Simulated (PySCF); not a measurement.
C2H3BBrF. Atoms are numbered in the order given.

```xyz
8

B      0.7026     0.5350     0.0000
F      2.0157     0.4052     0.0000
Br    -0.3265    -1.0901     0.0000
C      0.0543     1.9372     0.0000
C     -1.2687     2.1540     0.0000
H      0.7305     2.8014     0.0000
H     -1.6939     3.1628     0.0000
H     -1.9779     1.3191     0.0000
```
Charge 0, spin multiplicity 1.

Geometry optimised at PBE0-D3(BJ)/def2-SVP. This is a generated structure with no PubChem entry under its InChIKey; it may be hypothetical. The values are those of a single conformer.

Level of theory: B3LYP/pcSseg-1 in PySCF.

GIAO shieldings, no solvent; atoms listed in one row are averaged. δ = σ(ref) − σ: ¹¹B against BF3 (σ = 86.3 ppm); ¹⁹F against CFCl3 (σ = 161.7 ppm); ¹³C against TMS (σ = 181.3 ppm); ¹H against TMS (σ = 31.68 ppm), references at their B3LYP-D3(BJ)/def2-TZVP geometries, non-relativistic (without spin–orbit terms, shifts of atoms bonded to Cl or Br come out too high).

| nucleus | atoms | count | δ (ppm) |
|---|---|---|---|
| ¹¹B | B1 | 1 | 35.2 |
| ¹⁹F | F2 | 1 | -22.5 |
| ¹³C | C5 | 1 | 162.9 |
| ¹³C | C4 | 1 | 141.3 |
| ¹H | H8 | 1 | 7.32 |
| ¹H | H7 | 1 | 7.09 |
| ¹H | H6 | 1 | 6.48 |
